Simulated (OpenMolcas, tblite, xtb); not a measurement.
**SiI2 (SMILES I[Si]I): methods side by side**

SiI2: 3 atoms, total charge 0, spin state singlet. SMILES: `I[Si]I`. The shape is that of a GFN2-xTB optimisation.

```xyz
3

Si    0.0048   -0.0070   -1.0417
I     1.9482   -0.0199    0.5310
I    -1.9529    0.0269    0.5108
```

Quantity: the dipole moment, in D. The values are calculated.

```json
{"level": "GFN2-xTB", "kind": "semi-empirical", "program": "tblite", "value (D)": "3.82"}
{"level": "GFN0-xTB", "kind": "semi-empirical", "program": "xtb", "value (D)": "4.79"}
{"level": "GFN1-xTB", "kind": "semi-empirical", "program": "xtb", "value (D)": "1.67"}
{"level": "HF/ANO-RCC-MB (DKH2)", "kind": "Hartree–Fock", "program": "OpenMolcas", "value (D)": "1.88"}
{"level": "HF/STO-3G", "kind": "Hartree–Fock", "program": "OpenMolcas", "value (D)": "3.17"}
{"level": "HF/def2-SVP (core potential)", "kind": "Hartree–Fock", "program": "OpenMolcas", "value (D)": "1.24"}
{"level": "HF/3-21G", "kind": "Hartree–Fock", "program": "OpenMolcas", "value (D)": "1.68"}
{"level": "HF/def2-SVPD (core potential)", "kind": "Hartree–Fock", "program": "OpenMolcas", "value (D)": "1.03"}
{"level": "PBE/def2-SVP (core potential)", "kind": "GGA", "program": "OpenMolcas", "value (D)": "0.51"}
{"level": "PBE0/def2-SVP (core potential)", "kind": "global hybrid", "program": "OpenMolcas", "value (D)": "0.74"}
```

All-electron rows without a relativistic Hamiltonian named are non-relativistic, while core potentials hold scalar relativity, so basis and relativity change together. The values span 0.51 to 4.79 D. Magnitudes only: a small dipole may point the other way at some levels. Sets without polarisation functions give poor dipoles. Without the sets that lack polarisation functions the rows with a basis span only 0.51 to 1.24 D.
